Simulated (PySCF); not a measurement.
Cl₂GeH, SMILES [Cl][GeH][Cl], multiplicity 2.

Geometry optimised at PBE-D3(BJ)/def2-TZVP. The isomer is the one that the SMILES or the coordinates give; other isomers of the formula were not compared.

Computed with PBE-D3(BJ)/def2-TZVP (PySCF 2.14.0).

Frequencies are harmonic and unscaled.

Computed normal modes with their intensities:
```csv
mode,ν (cm⁻¹),IR (km/mol),moving atoms (share of kinetic energy)
1,132,2.0,"Cl 77 %, Ge 22 %"
2,387,24.2,"Cl 73 %, Ge 27 %"
3,403,85.4,"Cl 61 %, Ge 38 %"
4,544,7.7,H 93 %
5,604,24.6,H 98 %
6,1909,73.6,H 99 %
```
